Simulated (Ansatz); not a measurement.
Geometry optimisation, RKS PBE0-D4/def2-SVP (Ansatz).

Input file:

```yaml
crystal:
  periodic: [false, false, false]
  atoms:
    - { symbol: O, position_ang: [1.1167, -2.9132, -0.2264] }
    - { symbol: B, position_ang: [0.2094, -2.0202, 0.5863] }
    - { symbol: "N", position_ang: [0.4496, -0.5136, 0.6786] }
    - { symbol: C, position_ang: [0.67818, -0.06737, 2.04473] }
    - { symbol: O, position_ang: [0.9616, 1.28371, 2.11447] }
    - { symbol: Si, position_ang: [2.54777, 1.68114, 1.48168] }
    - { symbol: H, position_ang: [0.6467, -2.8916, -1.1171] }
    - { symbol: H, position_ang: [-0.617, -2.4844, 1.2176] }
    - { symbol: H, position_ang: [-0.48281, -0.02734, 0.35685] }
    - { symbol: H, position_ang: [-0.11531, -0.3216, 2.68618] }
    - { symbol: H, position_ang: [1.62518, -0.67846, 2.41636] }
    - { symbol: H, position_ang: [2.65034, 1.20956, 0.07532] }
    - { symbol: H, position_ang: [2.79501, 3.13103, 1.5246] }
    - { symbol: H, position_ang: [3.60096, 1.03273, 2.29601] }
basis:
  gaussian: { orbitals: def2-SVP }
hamiltonian:
  xc: pbe0
  dispersion: d4
relax:
  f_tol: 0.015
  max_steps: 40
```

Command:

```bash
$ ansatz run input.yaml --threads 2 --pin off --max-ram 3072MiB --backend cpu --events-out ev --progress --plain --runs-dir out
```

Question: Where does it end, and by what steps?

Answer: The run converged. The force dipped under the threshold on the way, but the program's further checks kept it going. After 28 steps the energy has fallen by 2.589 eV; H8 moved furthest, 2.08 Å.

```tsv
step	energy less start (eV)	largest force component (eV/Å)	accepted
0	0.0000	4.019	yes
1	-0.7681	2.104	yes
2	-1.0437	2.191	yes
3	-1.2563	3.673	yes
4	-1.4141	3.008	yes
5	-1.7590	0.527	yes
6	-1.8275	0.732	yes
7	-1.9243	0.903	yes
8	-2.0255	1.114	yes
9	-2.1294	1.233	yes
10	-2.3059	0.798	yes
11	-2.3930	0.547	yes
12	-2.4454	0.305	yes
13	-2.4920	0.202	yes
14	-2.5195	0.521	yes
15	-2.5359	0.415	yes
16	-2.5592	0.306	yes
17	-2.5771	0.198	yes
18	-2.5823	0.123	yes
19	-2.5842	0.224	yes
20	-2.5868	0.087	yes
21	-2.5873	0.032	yes
22	-2.5878	0.013	yes
23	-2.5883	0.022	yes
24	-2.5886	0.018	yes
25	-2.5890	0.030	yes
26	-2.5890	0.023	yes
27	-2.5891	0.020	yes
28	-2.5891	0.007	yes
```

```xyz
14
Properties=species:S:1:pos:R:3
O 0.800 -2.626 -0.480
B 0.833 -1.935 0.692
N 0.213 -0.677 0.884
C 0.243 0.084 2.096
O 0.994 1.264 1.993
Si 2.558 1.305 1.402
H 0.321 -2.185 -1.189
H 1.429 -2.440 1.615
H -0.285 -0.220 0.127
H -0.773 0.393 2.392
H 0.647 -0.570 2.889
H 2.608 1.181 -0.087
H 3.097 2.635 1.796
H 3.382 0.211 2.003
```

Run time: 2.3 min on 2 threads of Arm Neoverse V1, with other jobs on the host, peak memory 0.31 GiB.
